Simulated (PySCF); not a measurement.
Be(H)(tBu), SMILES C[C](C)([BeH])C (C4H10Be), GFN2-xTB optimised geometry.

```
15

Be     1.10    -0.07     0.00
H      2.38    -0.07     0.00
C     -0.65    -0.06    -0.03
C     -1.29    -1.09     0.91
C     -1.22     1.32     0.37
C     -1.17    -0.36    -1.45
H     -2.38    -1.05     0.84
H     -1.01    -0.91     1.95
H     -0.98    -2.10     0.65
H     -0.94     1.58     1.39
H     -0.86     2.10    -0.29
H     -2.31     1.31     0.31
H     -0.81     0.37    -2.17
H     -0.86    -1.34    -1.78
H     -2.26    -0.33    -1.47
```

Density from PBE0/def2-TZVP (PySCF) at that geometry.

Minimum of the electron density along straight lines between bonded atoms, close to the bond critical point (lines longer than 1.1 times the sum of covalent radii, or with two minima, are not listed):

| bond | length / Å | ρ at the minimum / e bohr⁻³ | ∇²ρ there / e bohr⁻⁵ | position (fraction from the first atom) |
|---|---|---|---|---|
| Be1–H2 | 1.280 | 0.102 | 0.30 | 0.44 |
| Be1–C3 | 1.747 | 0.095 | 0.26 | 0.33 |
| C3–C4 | 1.540 | 0.237 | -0.56 | 0.49 |
| C3–C5 | 1.541 | 0.236 | -0.55 | 0.49 |
| C3–C6 | 1.541 | 0.236 | -0.55 | 0.49 |
| C4–H7 | 1.093 | 0.275 | -0.93 | 0.64 |
| C4–H8 | 1.089 | 0.278 | -0.95 | 0.64 |
| C4–H9 | 1.089 | 0.278 | -0.95 | 0.64 |
| C5–H10 | 1.089 | 0.278 | -0.95 | 0.64 |
| C5–H11 | 1.089 | 0.278 | -0.95 | 0.64 |
| C5–H12 | 1.093 | 0.275 | -0.93 | 0.64 |
| C6–H13 | 1.089 | 0.278 | -0.95 | 0.64 |
| C6–H14 | 1.089 | 0.278 | -0.95 | 0.64 |
| C6–H15 | 1.093 | 0.275 | -0.93 | 0.64 |
